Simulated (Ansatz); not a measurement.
Isomers of C2H5FO2Si, relaxed with PBE0-D4/def2-TZVP in Ansatz; electronic energies, one conformer each and not always the lowest. Functionals use def2-TZVPP; CBS adds triple-zeta CCSD(T) − MP2 to the MP2 limit of def2-TZVPP and def2-QZVPP.

(1) Order them by energy at frozen-core CCSD(T)/CBS, lowest first. (An estimate is asked.)
A. `CO[Si]1(F)CO1`
B. `CC(=O)O[SiH2]F`
C. `C[C@]1(F)O[Si@H]1O`
D. `O[Si@@H]1C[C@@H](F)O1`

(2) How do MP2/CBS(def2), r2SCAN-D4, PBE-D4, B3LYP place them (kcal/mol, against `CC(=O)O[SiH2]F`)? (An estimate is asked.)

Answers

(1) B (0.0 kcal/mol), A (21.1 kcal/mol), D (26.5 kcal/mol), C (49.0 kcal/mol).

(2) Computed: 
| isomer | MP2/CBS(def2) | r2SCAN-D4 | PBE-D4 | B3LYP |
| --- | --- | --- | --- | --- |
| `O[Si@@H]1C[C@@H](F)O1` | 26.1 | 27.4 | 25.7 | 30.0 |
| `CO[Si]1(F)CO1` | 20.3 | 22.2 | 22.5 | 23.1 |
| `C[C@]1(F)O[Si@H]1O` | 48.7 | 48.0 | 45.1 | 50.7 |

B3LYP here is the variant with VWN-RPA as its local correlation; programs differ in this.
